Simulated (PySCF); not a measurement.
**Basis and Hamiltonian dependence of the excitation energy of Sb**

Sb [Kr] 4d10 5s2 5p3 (4S) → Sb [Kr] 4d10 5s1 5p3 6s1 (6S). Calculated with PySCF 2.14 from differences of total energies of unrestricted determinants, without spin-orbit coupling. Values in eV.

```json
{"basis": "aug-cc-pVDZ-PP with ECP28MDF", "Hamiltonian": "ECP", "functions": "32", "UHF": "9.820", "PBE": "12.112", "PBE0": "11.819", "MP2 (valence)": "10.589", "CCSD(T) (valence)": "10.783", "CCSD(T) (valence and next inner shell)": "n/a"}
{"basis": "aug-cc-pwCVDZ-PP with ECP28MDF", "Hamiltonian": "ECP", "functions": "48", "UHF": "9.806", "PBE": "12.113", "PBE0": "11.815", "MP2 (valence)": "10.641", "CCSD(T) (valence)": "10.829", "CCSD(T) (valence and next inner shell)": "11.303"}
{"basis": "aug-cc-pVTZ-PP with ECP28MDF", "Hamiltonian": "ECP", "functions": "55", "UHF": "9.716", "PBE": "12.057", "PBE0": "11.756", "MP2 (valence)": "10.736", "CCSD(T) (valence)": "10.931", "CCSD(T) (valence and next inner shell)": "n/a"}
{"basis": "def2-TZVPPD with the def2 core potential (28 electrons)", "Hamiltonian": "ECP", "functions": "56", "UHF": "9.871", "PBE": "12.172", "PBE0": "11.877", "MP2 (valence)": "10.857", "CCSD(T) (valence)": "11.047", "CCSD(T) (valence and next inner shell)": "11.544"}
{"basis": "aug-cc-pVTZ-PP with one added diffuse shell each of d, f type with ECP28MDF", "Hamiltonian": "ECP", "functions": "67", "UHF": "9.716", "PBE": "12.057", "PBE0": "11.756", "MP2 (valence)": "10.737", "CCSD(T) (valence)": "10.931", "CCSD(T) (valence and next inner shell)": "n/a"}
{"basis": "aug-cc-pVTZ-DK3", "Hamiltonian": "spin-free X2C", "functions": "68", "UHF": "9.759", "PBE": "n/a", "PBE0": "n/a", "MP2 (valence)": "10.763", "CCSD(T) (valence)": "10.954", "CCSD(T) (valence and next inner shell)": "n/a"}
{"basis": "ANO-RCC-VTZP", "Hamiltonian": "spin-free X2C", "functions": "68", "UHF": "11.904", "PBE": "13.699", "PBE0": "13.502", "MP2 (valence)": "12.805", "CCSD(T) (valence)": "12.986", "CCSD(T) (valence and next inner shell)": "13.464"}
{"basis": "def2-QZVPPD with the def2 core potential (28 electrons)", "Hamiltonian": "ECP", "functions": "88", "UHF": "9.675", "PBE": "12.047", "PBE0": "11.740", "MP2 (valence)": "10.804", "CCSD(T) (valence)": "10.970", "CCSD(T) (valence and next inner shell)": "n/a"}
{"basis": "aug-cc-pVQZ-PP with ECP28MDF", "Hamiltonian": "ECP", "functions": "92", "UHF": "9.645", "PBE": "12.028", "PBE0": "11.720", "MP2 (valence)": "10.782", "CCSD(T) (valence)": "10.945", "CCSD(T) (valence and next inner shell)": "n/a"}
{"basis": "aug-cc-pVQZ-DK3", "Hamiltonian": "spin-free X2C", "functions": "102", "UHF": "9.655", "PBE": "11.943", "PBE0": "11.660", "MP2 (valence)": "10.777", "CCSD(T) (valence)": "10.940", "CCSD(T) (valence and next inner shell)": "n/a"}
{"basis": "aug-cc-pVQZ-PP with one added diffuse shell each of s, p, d, f, g type with ECP28MDF", "Hamiltonian": "ECP", "functions": "117", "UHF": "9.589", "PBE": "12.001", "PBE0": "11.691", "MP2 (valence)": "10.746", "CCSD(T) (valence)": "n/a", "CCSD(T) (valence and next inner shell)": "n/a"}
{"basis": "aug-cc-pwCVTZ-DK3 with one added diffuse shell each of s, p, d, f type", "Hamiltonian": "spin-free X2C", "functions": "125", "UHF": "9.593", "PBE": "11.927", "PBE0": "11.637", "MP2 (valence)": "10.684", "CCSD(T) (valence)": "n/a", "CCSD(T) (valence and next inner shell)": "n/a"}
{"basis": "x2c-QZVPPall with one added diffuse shell each of s, p, d, f type", "Hamiltonian": "spin-free X2C", "functions": "128", "UHF": "9.615", "PBE": "11.933", "PBE0": "11.645", "MP2 (valence)": "10.744", "CCSD(T) (valence)": "n/a", "CCSD(T) (valence and next inner shell)": "n/a"}
{"basis": "dyall-av2z", "Hamiltonian": "non-relativistic", "functions": "130", "UHF": "9.009", "PBE": "11.132", "PBE0": "10.881", "MP2 (valence)": "9.855", "CCSD(T) (valence)": "10.062", "CCSD(T) (valence and next inner shell)": "n/a"}
```

Frozen in the all-electron rows: valence: [Kr] 4d10; valence and next inner shell: [Ar] 3d10; with a core potential, the same shells as far as they lie outside it.

At UHF, ANO-RCC-VTZP lies more than 0.3 eV from the median of the rows with comparable relativity. Of these, ANO-RCC-VTZP has no diffuse functions of the l that the added or promoted electron needs.

Non-relativistic rows lack the scalar-relativistic shift. The upper state lies above the first ionisation limit, but in LS coupling its spin forbids autoionisation to the ground ion; at this Z spin-orbit coupling breaks that rule. A Rydberg-like electron needs more diffuse functions than a valence basis has.
